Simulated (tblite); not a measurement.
C₅F₂N (doublet state).
Numbering: `[N:1]#[C:2]/[C:3]([F:4])=[C:5]1[C:6]=[C:7]\1[F:8]`

A start from a force field or distance geometry was refined with GFN2-xTB geometry optimisation, gas phase (tblite 0.8.0). Values at the start:

| coordinate | start |
| --- | --- |
| N1≡C2 | 1.152 Å |
| C2–C3 | 1.463 Å |
| C3–F4 | 1.362 Å |
| C3=C5 | 1.315 Å |
| C5–C6 | 1.448 Å |
| C5–C7 | 1.479 Å |
| C6=C7 | 1.337 Å |
| C7–F8 | 1.366 Å |
| C2–C3–F4 | 120.1° |
| C2–C3–C5 | 118.2° |
| C3–C5–C6 | 156.3° |
| C5–C6–C7 | 64.0° |
| C5–C7–C6 | 61.6° |
| C5–C7–F8 | 150.5° |
| C6–C5–C7 | 54.4° |
| C6–C7–F8 | 147.9° |
| C2–C3–C5–C6 | 1° |
| C3–C5–C6–C7 | 178° |
| C5–C6–C7–F8 | 179° |

Task: How do these coordinates change at the GFN2-xTB level?

Result: 
| coordinate | GFN2-xTB (Å or °) | change |
| --- | --- | --- |
| C5–C7 | 1.402 | -0.077 |
| C7–F8 | 1.294 | -0.072 |
| C2–C3 | 1.401 | -0.062 |
| C3=C5 | 1.360 | +0.045 |
| C6=C7 | 1.364 | +0.027 |
| C3–F4 | 1.348 | -0.014 |
| C5–C6 | 1.456 | +0.008 |
| N1≡C2 | 1.149 | -0.003 |
| C5–C7–F8 | 140.9 | -9.6 |
| C6–C7–F8 | 155.4 | +7.5 |
| C2–C3–C5 | 123.1 | +4.9 |
| C5–C6–C7 | 59.5 | -4.5 |
| C2–C3–F4 | 117.0 | -3.1 |
| C3–C5–C6 | 153.5 | -2.8 |
| C6–C5–C7 | 57.0 | +2.6 |
| C5–C7–C6 | 63.5 | +1.9 |
| C2–C3–C5–C6 | -25 | -26 |
| C5–C6–C7–F8 | 174 | -5 |
| C3–C5–C6–C7 | 180 | +2 |

The energy falls by 38.3 kJ/mol over 49 L-BFGS steps, the largest force on an atom goes from 2.70 to 0.008 eV/Å, and the atoms move by 0.250 Å rms after alignment. The bond that changes most is C5–C7 (ends: carbon bonded to 3 C; carbon bonded to 2 C and F), which shortens by 0.077 Å. Bonds longer at the end by more than 0.005 Å: 3 of 8; shorter: 4. Among the dihedrals that turn most is F4–C3–C5–C6, from -178° to 156°. Rotational constants go from 4830, 1180, 948.5 to 4810, 1242, 1010 MHz.

The run took 0.18 s wall on one thread, Arm Neoverse V2 (aarch64), shared host.

Its GFN2-xTB frequencies are all real (lowest 83 cm⁻¹).

All values are computed, not measured.
